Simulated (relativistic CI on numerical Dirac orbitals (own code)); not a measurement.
V⁶⁺: q coefficients and field-shift factors

Method of calculation: Dirac-Coulomb-Breit CI, separate exchange-only KLI orbitals for each configuration, derivatives by finite differences, unscaled Slater integrals, QED left out (own radial code, finite nucleus).

Configuration list (outside the closed core [Ne]): 3s2 3p5, 3s 3p6, 3s2 3p4 3d, 3s 3p5 3d, 3s2 3p4 4s, 3p6 3d, 3p5 3d2, 3p4 3d3, 3p4 3d2 4s. Double excitations out of closed p, d and f shells are left out; levels of such configurations are missing from the list, as are those of other unlisted configurations, and high levels can miss mixing partners.

With x = (α/α₀)² − 1 an excitation energy changes as ω = ω₀ + qx; K = 2q/ω₀ is the relative enhancement. Terms are leading LS components, so labels can repeat. The field-shift factor is F = δν/δ⟨r²⟩ for the transition from the lowest level.

Lowest level 3s2 3p5 2P°_3/2.

```
            Level  ω₀ (cm⁻¹)  q (cm⁻¹)  F (GHz/fm²)
  3s2 3p5 2P°_1/2       7636      7746     -0.00635
    3s 3p6 2S_1/2     219205      9487        -4.79
3s2 3p4 3d 4D_7/2     297229      4505        0.424
3s2 3p4 3d 4D_5/2     297550      4526        0.422
3s2 3p4 3d 4D_3/2     298218      5292        0.421
3s2 3p4 3d 4D_1/2     298852      6220         0.42
3s2 3p4 3d 4F_9/2     322239      2540        0.451
3s2 3p4 3d 4F_7/2     324859      5439        0.447
3s2 3p4 3d 4F_5/2     326654      7341        0.444
3s2 3p4 3d 4F_3/2     327677      8077        0.441
3s2 3p4 3d 2P_1/2     328472      2727        0.452
3s2 3p4 3d 2P_3/2     332831      6430        0.449
3s2 3p4 3d 2D_3/2     337189      3442        0.418
```

At this charge configurations can still be misplaced by up to about 7 % of their energy.

Q: Which transition from the lowest level has the largest |K|?

A: 3s2 3p5 2P°_1/2 at 7636 cm⁻¹, K = 2.03.
